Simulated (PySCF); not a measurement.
The multiplicity is imposed and other spin states were not computed.

## [Pt(F)3] (charge 0, multiplicity 2)

Computed with PySCF with PBE-D3(BJ)/def2-TZVP // TPSS-D3(BJ)/def2-SVP.

```
Quantity                                                                         Result
----------------------------------------------  ---------------------------------------
highest occupied spin orbital                                                  -7.32 eV
dipole moment                                                                    2.49 D
charge on the central atom (Mulliken)                                            0.90 e
spin population on the central atom (Mulliken)                                     0.64
total energy                                                               -418.7286 Ha
cost                                            about 3.0 core-minutes (a rough figure)
```

```xyz
4

Pt     0.4454    -0.0662     0.2536
F      1.2775    -0.8214    -1.2551
F     -1.2369    -0.0048    -0.6187
F     -0.2508     0.6939     1.8268
```
Charge 0, spin multiplicity 2.
